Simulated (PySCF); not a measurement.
# Splitting trees

Mapped SMILES: `[O:1]=[C:2]1[CH2:3][CH2:4][C:5]([CH:6]([F:7])[F:8])=[C:9]1[O:10][C:11]([F:12])([F:13])[F:14]`; H(Xn) means a hydrogen on atom n.

PySCF calculation with PBE0-D3(BJ)/def2-SVP geometry, J couplings at B3LYP/pcJ-1 (spin–dipole term only in couplings to heteroatoms) and GIAO PBE0/pcSseg-1 shieldings; averaged over atoms made equivalent by symmetry, fast rotation or ring inversion, non-relativistic, no solvent model, single conformer.

References, each an isolated molecule treated in the same way: ¹H and ¹³C vs TMS.

Spectrometer: 600 MHz for ¹H. First-order analysis; couplings under 1 Hz (under 4 Hz in carbon signals) are ignored, and nearly equal couplings are merged; the smaller ones broaden or split the lines further.

Problem. What pattern does H(C4) show (¹H)?

Solution. A doublet of triplets of doublets at δ 2.69: 8.2 Hz to H(C3) (1 × ¹H, 3 bonds away), 3.2 Hz to F7/F8 (2 × ¹⁹F, 4 bonds away), 1.6 Hz to H(C3) (1 × ¹H, 3 bonds away). Lines in Hz from the centre (relative intensity): +8.1 (1), +6.5 (1), +4.9 (2), +3.3 (2), +1.7 (1), +0.1 (1), -0.1 (1), -1.7 (1), -3.3 (2), -4.9 (2), -6.5 (1), -8.1 (1). The outer lines are 16.2 Hz apart, the sum of the couplings kept, or 0.027 ppm at this field.

Problem. What pattern does H(C6) show (¹H)?

Solution. A triplet at δ 6.80: 62.3 Hz to F7/F8 (2 × ¹⁹F, 2 bonds away). Lines in Hz from the centre (relative intensity): +62.3 (1), +0.0 (2), -62.3 (1). The outer lines are 124.6 Hz apart, the sum of the couplings kept, or 0.208 ppm at this field.

Problem. What pattern does C2 show in the proton-coupled ¹³C spectrum?

Solution. A triplet at δ 198.1: 6.2 Hz to H(C3) (2 × ¹H, 2 bonds away). Lines in Hz from the centre (relative intensity): +6.2 (1), +0.0 (2), -6.2 (1). The outer lines are 12.4 Hz apart, the sum of the couplings kept, or 0.082 ppm at this field.

Problem. What pattern does C6 show in the proton-coupled ¹³C spectrum?

Solution. A triplet of doublets at δ 111.5: 292.2 Hz to F7/F8 (2 × ¹⁹F, 1 bond away), 193.8 Hz to H(C6) (1 × ¹H, 1 bond away). Lines in Hz from the centre (relative intensity): +389.1 (1), +195.3 (1), +96.9 (2), -96.9 (2), -195.3 (1), -389.1 (1). The outer lines are 778.2 Hz apart, the sum of the couplings kept, or 5.158 ppm at this field.

Unscaled 3J(H,H) at this level run about 10 % above measured values.
